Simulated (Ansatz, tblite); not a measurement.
Forces on B₂N₂ at its r2SCAN-D4/def2-TZVP geometry. Total charge 0; singlet.

The xTB rows come from tblite. The restricted singlet is unstable towards broken spin symmetry in Hartree–Fock (as tested in another run); at PBE-D4/def2-TZVP this wasn't settled. At PBE-D4/def2-TZVP an occupied level of the charge 0 singlet lies above an empty one (by up to 0.36 eV), so this SCF solution is probably not the lowest. The geometry of the singlet was relaxed on an unsound state (an occupied level 0.08 eV above an empty one). Another isomer (triplet) lies 2.00 eV lower at PBE0-D4/def2-TZVP; other spin states weren't run for this one.

GFN1-xTB (tblite), largest force 3.52 eV/Å:

```xyz
4
positions Å, forces eV/Å
B     0.083    0.439    0.439    0.863    1.712    2.950
B    -0.175   -1.451   -1.220    0.003    1.164    0.661
N    -0.222   -0.267   -0.662   -0.350   -1.444   -1.619
N     0.314    1.279    1.443   -0.515   -1.432   -1.992
```

GFN2-xTB (tblite), largest force 5.41 eV/Å:

```
B 0.932 3.436 4.079
B -0.273 3.451 1.313
N 0.085 -4.313 -2.230
N -0.744 -2.574 -3.162
```

PBE-D4/def2-TZVP (Ansatz), largest force 0.42 eV/Å:

```
B 0.072 0.113 0.230
B -0.005 -0.127 -0.083
N -0.116 -0.178 -0.366
N 0.048 0.192 0.219
```
